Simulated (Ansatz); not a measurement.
# A geometry optimisation of CH5BrSi with PBE0-D3(BJ)/def2-SVP

The starting geometry of this gas-phase triplet was optimised with GFN2-xTB as a singlet; its bonds are those of `C[SiH2]Br`.

```csv
atom,x (Å),y (Å),z (Å)
C,-2.8094,-0.2527,0.8874
Br,-2.1568,-1.0072,-2.2835
Si,-1.6233,-1.2991,-0.1435
H,-2.5928,-0.3515,1.9473
H,-3.8426,-0.5545,0.7300
H,-2.7336,0.8015,0.6297
H,-0.2402,-0.8557,-0.0372
H,-1.7802,-2.7278,0.0912
```

Task: Predict what it relaxes into with PBE0-D3(BJ)/def2-SVP.

Result: It falls apart into CH5Si + Br. Contacts that open: Br2–Si3 (2.22 → 4.98 Å).

The energy falls by 2.73 eV over 47 steps:

```json
{"step": "1", "E − E(last) (eV)": "2.730"}
{"step": "6", "E − E(last) (eV)": "0.167"}
{"step": "11", "E − E(last) (eV)": "0.043"}
{"step": "16", "E − E(last) (eV)": "0.039"}
{"step": "21", "E − E(last) (eV)": "0.034"}
{"step": "27", "E − E(last) (eV)": "0.031"}
{"step": "32", "E − E(last) (eV)": "0.028"}
{"step": "37", "E − E(last) (eV)": "0.009"}
{"step": "42", "E − E(last) (eV)": "0.000"}
{"step": "47", "E − E(last) (eV)": "0.000"}
```

Final geometry (Å):

```xyz
8

C    -2.4440   -0.6261    0.0299
Br   -4.5079    0.8947   -1.7396
Si   -1.0444   -1.6784    0.7462
H    -2.9943   -0.1145    0.8359
H    -3.1405   -1.2749   -0.5251
H    -2.0183    0.1294   -0.6503
H    -0.0500   -0.8302    1.4763
H    -1.5796   -2.7469    1.6481
```

The end wasn't checked by frequencies. Open shells are spin-unrestricted. The triplet needn't be the ground state. Run with Ansatz 0.2.0, 12 min on 2 threads of Intel(R) Xeon(R) Processor @ 2.50GHz (Skylake/Cascade Lake) (shared host).
